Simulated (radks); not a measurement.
The numbers below are computed, except where a source is named.
Species: Pt19+. Configuration: [Kr] 4d10 4f12 5s1. Code: a radial shooting solver on a logarithmic mesh with Libxc functionals. Model: scalar-relativistic Kohn-Sham, PBE, spin-unpolarised, spherical densities, point nucleus.

Radial electron density D(r) = 4 pi r^2 rho(r):

```
   r/bohr * D(r) (the largest magnitude, 145, reaches the edge; | marks zero)
0.0009499 |  *
 0.001088 |   *
 0.001237 |    *
 0.001417 |     *
 0.001611 |      *
 0.001845 |        *
 0.002097 |          *
 0.002403 |            *
 0.002731 |              *
 0.003129 |                *
 0.003556 |                   *
 0.004042 |                      *
  0.00463 |                         *
 0.005263 |                            *
 0.006029 |                               *
 0.006853 |                                  *
 0.007851 |                                     *
 0.008923 |                                       *
  0.01022 |                                        *
  0.01162 |                                        *
  0.01331 |                                       *
  0.01513 |                                      *
  0.01733 |                                     *
   0.0197 |                                    *
  0.02239 |                                   *
  0.02565 |                                    *
  0.02916 |                                      *
   0.0334 |                                          *
  0.03796 |                                               *
  0.04349 |                                                   *
  0.04943 |                                                      *
  0.05664 |                                                      *
  0.06437 |                                                   *
  0.07375 |                                               *
  0.08382 |                                           *
  0.09526 |                                          *
   0.1091 |                                            *
    0.124 |                                               *
   0.1421 |                                                  *
   0.1615 |                                                 *
   0.1851 |                                           *
   0.2103 |                                   *
    0.241 |                            *
   0.2739 |                          *
   0.3138 |                            *
   0.3566 |                              *
   0.4086 |                              *
   0.4643 |                           *
   0.5278 |                     *
   0.6046 |             *
   0.6872 |        *
   0.7873 |    *
   0.8948 | *
    1.025 |*
    1.165 *
    1.335 *
    1.517 *
    1.738 *
    1.976 *
    2.263 *
```

D(r) has 4 maxima, at r = 0.0114, 0.0531, 0.147, 0.383 bohr, and minima at 0.0222, 0.0953, 0.274 bohr, inside which lie 1.89, 11.06, 30.06 electrons.
